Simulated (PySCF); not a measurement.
Compound: C7H8N3P.
SMILES with atom numbers: `[CH3:1][N:2]([CH3:3])[c:4]1[cH:5][n:6][cH:7][p:8][c:9]1[C:10]#[N:11]`

Geometry (GFN2-xTB, Å), atoms numbered from 1 in this order:
```xyz
19
C7H8N3P angstrom
C     -1.609   -1.427    0.525
N     -0.974   -0.246   -0.010
C     -1.840    0.628   -0.765
C      0.371   -0.062    0.070
C      1.216   -1.166    0.332
N      2.524   -1.167    0.372
C      3.251   -0.089    0.183
P      2.688    1.533   -0.082
C      0.960    1.214   -0.084
C      0.207    2.402   -0.164
N     -0.325    3.420   -0.181
H     -1.120   -1.742    1.447
H     -1.602   -2.260   -0.187
H     -2.644   -1.182    0.761
H     -1.276    1.163   -1.527
H     -2.596    0.023   -1.268
H     -2.342    1.360   -0.127
H      0.778   -2.142    0.489
H      4.323   -0.251    0.209
```

NICS is the negative of the GIAO shielding at a point without a nucleus: at the ring centre (0) and 1 Å above and below it (1); zz is the component along the ring normal. Level: GIAO PBE0/pcSseg-1 (PySCF, non-relativistic, gas phase) on the GFN2-xTB geometry, one conformer.

Ring bond lengths (Å), with Mayer bond orders in brackets: C4–C5 1.416 (1.23), C5–N6 1.308 (1.57), N6–C7 1.314 (1.42), C7–P8 1.737 (1.32), P8–C9 1.758 (1.25), C9–C4 1.413 (1.24).

Q: Give the NICS values of each ring in ppm.

A: 
```json
{"ring": "C4–C5–N6–C7–P8–C9", "type": "6-membered ring with N and P; formal bonds all aromatic", "NICS(0)": "-6.0", "NICS(1), two faces": "-9.1 / -8.9", "NICS(1)zz, two faces": "-20.4 / -19.7", "rms pucker (Å)": "0.02", "centre to ring atoms, mean (Å)": "1.48"}
```

Q: What can be read from them?

A: 
- C4–C5–N6–C7–P8–C9: mean NICS(1)zz -20.0 ppm, shielded.

Q: What does the geometric index give? HOMA = 1 − mean of α(R − Ropt)² over the ring bonds, with Krygowski's 1993 parameters (CC: Ropt 1.388 Å, α 257.7 Å⁻²; CN: Ropt 1.334 Å, α 93.52 Å⁻²; CP: Ropt 1.698 Å, α 118.91 Å⁻²).

A: 
- C4–C5–N6–C7–P8–C9: HOMA 0.82; the largest term is that of P8–C9, α(R − Ropt)² = 0.42.

Q: At the first NICS(1) probe listed for ring C4–C5–N6–C7–P8–C9, 1 Å off the ring, what do the in-plane components average?

A: The isotropic value is a third of the trace: (3 × -9.1 − (-20.4))/2 = -3.4 ppm.

Q: Give the inner angles of the rings and the Hirshfeld charges of the ring atoms.

A: 
- C4–C5–N6–C7–P8–C9: C4 118.4° (+0.064 e), C5 127.1° (+0.003 e), N6 123.3° (-0.143 e), C7 127.5° (-0.062 e), P8 98.6° (+0.128 e), C9 125.0° (-0.073 e); sum 719.8° against 720° for a flat convex ring.

Q: How shielded are the nuclei of the rings and their hydrogens (means over atoms taken as equivalent)?

A: 
```json
{"atoms": "C4", "environment": "aromatic carbon bearing nitrogen", "σ isotropic (ppm)": "37.4", "principal values of the symmetric part, first atom (ppm)": "-39.9, -1.3, 153.4"}
{"atoms": "C5", "environment": "aromatic CH next to a ring nitrogen", "σ isotropic (ppm)": "46.1", "principal values of the symmetric part, first atom (ppm)": "-33.9, 26.9, 145.4"}
{"atoms": "N6", "environment": "pyridine-type nitrogen", "σ isotropic (ppm)": "-112.6", "principal values of the symmetric part, first atom (ppm)": "-473.6, -180.9, 316.9"}
{"atoms": "C7", "environment": "aromatic CH next to a ring nitrogen", "σ isotropic (ppm)": "11.4", "principal values of the symmetric part, first atom (ppm)": "-149.6, 36.0, 148.0"}
{"atoms": "P8", "environment": "phosphorus bonded to 2 C", "σ isotropic (ppm)": "69.9", "principal values of the symmetric part, first atom (ppm)": "-193.7, -116.0, 519.2"}
{"atoms": "C9", "environment": "substituted aromatic carbon", "σ isotropic (ppm)": "56.7", "principal values of the symmetric part, first atom (ppm)": "-76.9, 75.0, 172.1"}
{"atoms": "H18", "environment": "aromatic hydrogen", "σ isotropic (ppm)": "23.25", "principal values of the symmetric part, first atom (ppm)": "17.7, 22.2, 29.8"}
{"atoms": "H19", "environment": "aromatic hydrogen", "σ isotropic (ppm)": "21.86", "principal values of the symmetric part, first atom (ppm)": "19.2, 19.4, 27.0"}
```

Cost: about 3 min of CPU time on one thread (grids of density and orbitals included); the machine was shared, so the figure is rough. This is the whole shielding run at PBE0/pcSseg-1, SCF included.
